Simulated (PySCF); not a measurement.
# Radial density of Mn⁺ (manganese, charge +1)

UHF, [Ar] 3d5 4s1, high-spin 7S determinant. Computed with PySCF 2.14 in cc-pVTZ-DK (7s6p4d2f1g, 68 functions), with scalar relativity by spin-free X2C-1e.

```csv
r (bohr),4πr²ρ (e/bohr),4πr²(ρα − ρβ)
0.00108,0.2154,0.0001
0.00182,0.5452,0.0002
0.00306,1.351,0.0006
0.00515,3.228,0.0013
0.00867,7.258,0.0029
0.0146,14.64,0.0058
0.0245,24.46,0.0088
0.0413,30.10,0.0080
0.0694,25.40,0.0041
0.117,24.82,0.0443
0.196,33.25,0.3006
0.330,18.69,1.3710
0.555,12.69,3.6609
0.934,12.86,4.0095
1.57,3.349,1.8979
2.64,0.6855,0.6600
4.45,0.1076,0.1076
7.48,0.001554,0.0016
```

Densities and radii are taken from the X2C orbitals without a picture-change correction, which distorts them close to the nucleus.
